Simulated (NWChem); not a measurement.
C$_{2}$H$_{5}$NOSi; SMILES C(/[SiH3])=N\C=O

```xyz
10

O      0.1470     2.9028     0.4732
C     -0.3486     1.8854     0.0974
N      0.2312     0.6076     0.3095
C     -0.4389    -0.3709    -0.1633
Si     0.1680    -2.1603     0.0163
H     -1.3267     1.8586    -0.4617
H     -1.4030    -0.1788    -0.6952
H     -0.8846    -2.9335     0.7421
H      1.4582    -2.1852     0.7540
H      0.3181    -2.7357    -1.3545
```
Atoms are numbered in this order, from 1.

Results from NWChem. Pople sets run with spherical d functions. The geometry was optimised at PBE0/def2-SVP. Isolated, static molecule.

GIAO at Hartree-Fock/6-31G*: principal shieldings of C2 are -72.1, 74.8, 86.4 ppm; an isolated tetramethylsilane molecule has σ = 199.6 ppm at the same levels.

### Question
Find the isotropic 13C shift, its principal values, the span and the skew.

### Answer

1. σ(iso) = one third of the sum = 29.7 ppm.
2. δ = σ(reference) − σ = 169.9 ppm against tetramethylsilane.
3. δ11, δ22, δ33 = 271.7, 124.8, 113.2 ppm.
4. Span Ω = δ11 − δ33 = 158.5 ppm; skew κ = 3(δ22 − δ(iso))/Ω = -0.85.
